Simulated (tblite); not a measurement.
A geometry optimisation, step by step.

Species: C5H6AlF.
Numbering: `[CH2:1]=[C:2]([CH3:3])[C:4]#[C:5][AlH:6][F:7]` (hydrogens: H8, H9 on C1; H10, H11, H12 on C3; H13 on Al6)

Computed with GFN2-xTB (tblite), gas phase: L-BFGS steps from a force-field or distance-geometry start until the largest atomic force falls under 0.01 eV/Å. 14 of its 74 geometries are shown.

Step 0: E = -531.7940 eV, largest atomic force 2.632 eV/Å
```
atom  x, y, z in Å  |  force x, y, z in eV/Å
C1     -1.825   -0.973    0.682   -0.057  -0.239   0.250
C2     -1.098   -0.125   -0.035    1.115  -0.707   0.523
C3     -1.648    0.804   -1.025    0.342   1.013  -1.216
C4      0.332   -0.110    0.173   -1.613   0.054  -0.149
C5      1.524   -0.115    0.383    1.143   0.005   0.568
Al6     3.453   -0.092    0.716    1.207   1.614  -1.559
F7      4.381    1.479    0.624   -1.253  -2.266   0.474
H8     -1.303   -1.601    1.389   -0.371  -0.128   0.066
H9     -2.904   -1.042    0.587    0.376  -0.025   0.063
H10    -0.807    1.167   -1.657   -0.592  -0.055   0.222
H11    -2.381    0.321   -1.704    0.227   0.487   0.704
H12    -2.043    1.681   -0.479   -0.187  -0.409  -0.550
H13     4.315   -1.393    0.328   -0.335   0.656   0.605
```

Step 6: E = -532.3922 eV, largest atomic force 0.270 eV/Å
```
atom  x, y, z in Å  |  force x, y, z in eV/Å
C1     -1.807   -0.983    0.692    0.113   0.050  -0.070
C2     -1.056   -0.146   -0.030   -0.044  -0.108   0.244
C3     -1.609    0.817   -1.037    0.017   0.157  -0.182
C4      0.345   -0.110    0.191   -0.086  -0.008  -0.020
C5      1.544   -0.098    0.420   -0.169   0.053  -0.066
Al6     3.460   -0.055    0.532   -0.051   0.123  -0.087
F7      4.317    1.345    0.676    0.030  -0.021   0.042
H8     -1.345   -1.633    1.415   -0.068  -0.052   0.041
H9     -2.878   -1.044    0.588    0.067   0.035  -0.066
H10    -0.814    1.193   -1.684   -0.111  -0.027   0.060
H11    -2.380    0.356   -1.653    0.051  -0.082   0.049
H12    -2.069    1.665   -0.528    0.078   0.007   0.016
H13     4.288   -1.307    0.400    0.173  -0.127   0.040
```

Step 11: E = -532.4026 eV, largest atomic force 0.100 eV/Å
```
atom  x, y, z in Å  |  force x, y, z in eV/Å
C1     -1.805   -0.988    0.693   -0.054   0.008   0.004
C2     -1.063   -0.140   -0.019    0.058  -0.053   0.045
C3     -1.610    0.820   -1.036   -0.002   0.028  -0.023
C4      0.335   -0.108    0.190    0.050   0.045   0.022
C5      1.534   -0.086    0.408    0.055   0.027  -0.079
Al6     3.457   -0.052    0.510    0.050  -0.037   0.017
F7      4.322    1.340    0.686   -0.001  -0.035  -0.001
H8     -1.359   -1.644    1.423   -0.033   0.009  -0.023
H9     -2.872   -1.039    0.575   -0.065  -0.020  -0.029
H10    -0.819    1.194   -1.686   -0.027  -0.048   0.033
H11    -2.374    0.342   -1.646   -0.019  -0.002   0.028
H12    -2.060    1.672   -0.527   -0.015   0.018  -0.010
H13     4.311   -1.312    0.411    0.003   0.060   0.014
```

Step 17: E = -532.4103 eV, largest atomic force 0.071 eV/Å
```
atom  x, y, z in Å  |  force x, y, z in eV/Å
C1     -1.822   -0.987    0.692    0.035   0.006  -0.015
C2     -1.061   -0.137    0.001   -0.062   0.027  -0.022
C3     -1.613    0.817   -1.024    0.003  -0.021   0.026
C4      0.339   -0.092    0.202   -0.025  -0.034   0.011
C5      1.549   -0.062    0.352   -0.011  -0.022  -0.019
Al6     3.470   -0.057    0.500    0.036   0.000  -0.007
F7      4.336    1.329    0.695    0.033   0.037   0.013
H8     -1.395   -1.652    1.422   -0.010  -0.019   0.029
H9     -2.888   -1.041    0.545    0.026   0.019  -0.020
H10    -0.826    1.174   -1.681    0.047   0.002  -0.045
H11    -2.381    0.330   -1.621   -0.034   0.014   0.023
H12    -2.056    1.682   -0.530   -0.008  -0.012   0.017
H13     4.343   -1.302    0.428   -0.030   0.003   0.009
```

Step 22: E = -532.4116 eV, largest atomic force 0.047 eV/Å
```
atom  x, y, z in Å  |  force x, y, z in eV/Å
C1     -1.822   -0.988    0.691   -0.007   0.003  -0.002
C2     -1.062   -0.136    0.003    0.025  -0.015  -0.003
C3     -1.613    0.817   -1.023   -0.001  -0.016   0.018
C4      0.338   -0.095    0.205    0.017   0.001  -0.021
C5      1.551   -0.064    0.338    0.005  -0.010  -0.001
Al6     3.475   -0.052    0.497   -0.033   0.034   0.001
F7      4.345    1.332    0.700    0.005  -0.002   0.003
H8     -1.403   -1.655    1.426   -0.006   0.013  -0.010
H9     -2.886   -1.038    0.536   -0.004  -0.002   0.000
H10    -0.824    1.168   -1.686   -0.038  -0.011   0.010
H11    -2.389    0.332   -1.611    0.004   0.008   0.001
H12    -2.055    1.681   -0.527    0.038   0.007   0.000
H13     4.341   -1.301    0.433   -0.005  -0.010   0.005
```

Step 28: E = -532.4127 eV, largest atomic force 0.051 eV/Å
```
atom  x, y, z in Å  |  force x, y, z in eV/Å
C1     -1.823   -0.989    0.689   -0.011  -0.015   0.008
C2     -1.059   -0.141    0.002    0.014  -0.015  -0.002
C3     -1.613    0.814   -1.018    0.002   0.031  -0.040
C4      0.341   -0.100    0.198    0.004  -0.003  -0.001
C5      1.554   -0.068    0.325    0.004   0.022   0.002
Al6     3.476   -0.042    0.495    0.000  -0.007   0.009
F7      4.355    1.336    0.706   -0.013  -0.007  -0.003
H8     -1.412   -1.655    1.428    0.013  -0.012   0.001
H9     -2.887   -1.035    0.528   -0.016   0.001   0.010
H10    -0.832    1.158   -1.691    0.017  -0.009  -0.019
H11    -2.399    0.337   -1.599   -0.026   0.001   0.013
H12    -2.038    1.685   -0.520    0.004   0.008   0.018
H13     4.333   -1.298    0.441    0.007   0.005   0.003
```

Step 34: E = -532.4144 eV, largest atomic force 0.054 eV/Å
```
atom  x, y, z in Å  |  force x, y, z in eV/Å
C1     -1.826   -0.995    0.684    0.023   0.003  -0.012
C2     -1.056   -0.157   -0.011   -0.038   0.023   0.007
C3     -1.610    0.813   -1.020   -0.008  -0.035   0.041
C4      0.345   -0.113    0.182   -0.024  -0.001   0.013
C5      1.557   -0.053    0.309   -0.020  -0.006   0.007
Al6     3.474   -0.032    0.501    0.039  -0.033  -0.013
F7      4.359    1.341    0.713   -0.003   0.018   0.006
H8     -1.418   -1.663    1.423    0.010  -0.007  -0.021
H9     -2.893   -1.031    0.530    0.033   0.006   0.004
H10    -0.840    1.133   -1.718   -0.030  -0.023   0.007
H11    -2.432    0.355   -1.568    0.002   0.039  -0.007
H12    -1.992    1.694   -0.501    0.021   0.006  -0.041
H13     4.329   -1.291    0.458   -0.003   0.011   0.009
```

Step 39: E = -532.4167 eV, largest atomic force 0.069 eV/Å
```
atom  x, y, z in Å  |  force x, y, z in eV/Å
C1     -1.826   -1.009    0.675   -0.005   0.002   0.013
C2     -1.057   -0.175   -0.023    0.028   0.027   0.014
C3     -1.612    0.807   -1.016   -0.006   0.052  -0.030
C4      0.346   -0.131    0.165    0.014   0.044  -0.007
C5      1.556   -0.034    0.289    0.026  -0.056   0.005
Al6     3.476   -0.021    0.503   -0.058   0.034   0.016
F7      4.360    1.352    0.727   -0.017  -0.012  -0.010
H8     -1.418   -1.683    1.408    0.013  -0.025  -0.005
H9     -2.893   -1.022    0.535   -0.019  -0.041   0.000
H10    -0.867    1.077   -1.760    0.019  -0.022  -0.012
H11    -2.488    0.403   -1.518   -0.009  -0.024   0.035
H12    -1.908    1.716   -0.492    0.002   0.037  -0.013
H13     4.327   -1.281    0.490    0.011  -0.016  -0.005
```

Step 45: E = -532.4237 eV, largest atomic force 0.104 eV/Å
```
atom  x, y, z in Å  |  force x, y, z in eV/Å
C1     -1.816   -1.022    0.666   -0.010   0.004  -0.016
C2     -1.062   -0.165   -0.021   -0.038  -0.034  -0.022
C3     -1.621    0.820   -1.013    0.033  -0.049   0.041
C4      0.344   -0.119    0.150   -0.023  -0.008   0.026
C5      1.556   -0.049    0.275   -0.078  -0.014  -0.004
Al6     3.469   -0.015    0.516    0.044  -0.048   0.007
F7      4.339    1.366    0.737   -0.007   0.014  -0.005
H8     -1.397   -1.726    1.365    0.027   0.057   0.004
H9     -2.887   -1.040    0.547    0.026  -0.021  -0.036
H10    -0.904    0.978   -1.814   -0.009   0.048  -0.069
H11    -2.561    0.468   -1.437    0.049  -0.006   0.092
H12    -1.796    1.775   -0.518    0.002   0.028  -0.018
H13     4.332   -1.270    0.528   -0.017   0.029  -0.002
```

Step 51: E = -532.4337 eV, largest atomic force 0.178 eV/Å
```
atom  x, y, z in Å  |  force x, y, z in eV/Å
C1     -1.810   -1.049    0.632    0.021   0.026   0.039
C2     -1.066   -0.169   -0.036    0.001  -0.001  -0.008
C3     -1.621    0.835   -1.003   -0.030   0.065  -0.025
C4      0.339   -0.138    0.141    0.031   0.066  -0.056
C5      1.552   -0.069    0.244    0.000  -0.001   0.036
Al6     3.457   -0.003    0.533   -0.003   0.008   0.020
F7      4.305    1.392    0.757   -0.014   0.012  -0.013
H8     -1.356   -1.748    1.314   -0.049  -0.037   0.037
H9     -2.881   -1.081    0.531    0.013  -0.023  -0.037
H10    -1.022    0.842   -1.918   -0.123  -0.011   0.067
H11    -2.658    0.590   -1.239    0.145   0.103  -0.003
H12    -1.574    1.841   -0.574   -0.028  -0.166  -0.049
H13     4.331   -1.242    0.599    0.037  -0.041  -0.006
```

Step 56: E = -532.4398 eV, largest atomic force 0.053 eV/Å
```
atom  x, y, z in Å  |  force x, y, z in eV/Å
C1     -1.802   -1.054    0.628    0.001  -0.024   0.001
C2     -1.065   -0.167   -0.038    0.009  -0.025  -0.031
C3     -1.625    0.839   -0.999   -0.008   0.013  -0.027
C4      0.342   -0.129    0.133   -0.040   0.034  -0.007
C5      1.554   -0.075    0.250    0.020   0.000   0.023
Al6     3.457   -0.005    0.544    0.031  -0.036   0.009
F7      4.284    1.404    0.758    0.003   0.003  -0.007
H8     -1.349   -1.758    1.304   -0.030  -0.009   0.024
H9     -2.872   -1.102    0.513    0.021   0.013  -0.011
H10    -1.090    0.790   -1.947    0.020   0.006  -0.011
H11    -2.680    0.654   -1.183   -0.009   0.007   0.050
H12    -1.501    1.846   -0.600   -0.008  -0.009  -0.007
H13     4.343   -1.243    0.619   -0.009   0.028  -0.006
```

Step 62: E = -532.4418 eV, largest atomic force 0.024 eV/Å
```
atom  x, y, z in Å  |  force x, y, z in eV/Å
C1     -1.796   -1.063    0.614   -0.005   0.001   0.001
C2     -1.062   -0.170   -0.047    0.003   0.002   0.011
C3     -1.628    0.842   -0.999    0.018   0.012   0.010
C4      0.343   -0.123    0.129   -0.006  -0.010  -0.006
C5      1.555   -0.081    0.255    0.004   0.004   0.018
Al6     3.458   -0.007    0.554    0.007   0.000   0.003
F7      4.268    1.412    0.759    0.014  -0.001  -0.004
H8     -1.348   -1.763    1.300   -0.005  -0.010  -0.016
H9     -2.864   -1.118    0.491   -0.004   0.016  -0.002
H10    -1.152    0.750   -1.974   -0.007  -0.012  -0.009
H11    -2.701    0.710   -1.109   -0.011  -0.010   0.001
H12    -1.429    1.848   -0.629   -0.005  -0.003  -0.002
H13     4.352   -1.236    0.638   -0.001   0.011  -0.004
```

Step 67: E = -532.4425 eV, largest atomic force 0.045 eV/Å
```
atom  x, y, z in Å  |  force x, y, z in eV/Å
C1     -1.797   -1.067    0.608   -0.005   0.018   0.010
C2     -1.060   -0.170   -0.046   -0.003   0.000  -0.020
C3     -1.630    0.843   -0.995   -0.027  -0.027  -0.023
C4      0.345   -0.125    0.127    0.015  -0.002   0.027
C5      1.556   -0.080    0.268   -0.010  -0.002   0.002
Al6     3.461   -0.004    0.560   -0.010   0.016  -0.005
F7      4.276    1.414    0.756    0.008   0.005  -0.002
H8     -1.354   -1.776    1.286   -0.008  -0.008  -0.011
H9     -2.866   -1.108    0.484   -0.002  -0.011   0.006
H10    -1.177    0.728   -1.980   -0.001   0.007  -0.002
H11    -2.708    0.723   -1.083    0.040   0.011   0.014
H12    -1.409    1.851   -0.644   -0.002   0.007   0.004
H13     4.358   -1.229    0.642    0.004  -0.012  -0.001
```

Step 73: E = -532.4428 eV, largest atomic force 0.009 eV/Å
```
atom  x, y, z in Å  |  force x, y, z in eV/Å
C1     -1.798   -1.066    0.605   -0.003  -0.008  -0.003
C2     -1.059   -0.171   -0.049   -0.001   0.000   0.007
C3     -1.629    0.843   -0.996    0.007  -0.002   0.001
C4      0.346   -0.127    0.131    0.001   0.004  -0.001
C5      1.556   -0.081    0.277   -0.003   0.002   0.001
Al6     3.462   -0.002    0.563   -0.001   0.002   0.000
F7      4.278    1.417    0.753    0.002  -0.001  -0.004
H8     -1.357   -1.780    1.279    0.000  -0.002   0.005
H9     -2.867   -1.108    0.481   -0.006  -0.002  -0.001
H10    -1.192    0.720   -1.986    0.006  -0.002  -0.003
H11    -2.708    0.732   -1.067   -0.002   0.004  -0.001
H12    -1.395    1.850   -0.652    0.004   0.004   0.002
H13     4.360   -1.227    0.643   -0.004   0.003  -0.002
```

Question: Summarise the path.

Answer: The energy falls by 62.60 kJ/mol from step 0 to step 73; nine tenths of that is first reached at step 5. It rises by more than 0.2 meV at step 44. The largest force goes from 2.632 to 0.009 eV/Å. Among the bonds Al6–F7 changes most, from 1.826 to 1.648 Å; the atoms move by 0.383 Å rms after alignment.

What follows is the cost of the whole relaxation. On an Arm Neoverse V2 with one thread, shared host with 192 logical CPUs at a one-minute load of 70, this took 0.34 s.
